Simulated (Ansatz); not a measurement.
`F[SiH](Cl)[NH][GeH3]` + `[OH][Al]([SH])[Cl]` → `O[SiH](F)[NH][GeH3]` + `[SH][Al]([Cl])[Cl]`  (redistribution)

Gas-phase electronic energies from Ansatz, PBE0-D4/def2-TZVP geometries. CCSD(T)/CBS is the MP2 limit (def2-TZVPP, def2-QZVPP) plus CCSD(T) − MP2 in def2-TZVPP, frozen cores. DFT in def2-TZVPP. For Ge outer-core shells are correlated without core-valence functions, which leaves a few kJ/mol of doubt a bond. Scalar relativity is left out up to krypton. One conformer a species, not always the lowest.

```
             level  ΔE (kJ/mol)
           ωB97X-V        -28.6
           ωB97M-V        -28.8
            B2PLYP        -28.2
SCS-MP2/def2-TZVPP        -29.1
```

(1) What does CCSD(T)/CBS give? (Best estimate.)

Largest T1 diagnostic among the species: 0.012.

## Answers

(1) Ansatz gave: -30.1 kJ/mol. The listed levels differ from it by 1.5, 1.3, 1.9, 1.0 kJ/mol.

From PBE to PBE0 (25 % exact exchange), in def2-TZVPP and without D4, ΔE moves by −3.8 kJ/mol. In def2-TZVPP, CCSD(T) changes the Hartree–Fock value by +7.7 kJ/mol (the triples alone add +0.9 kJ/mol) and MP2 by +9.6 kJ/mol.
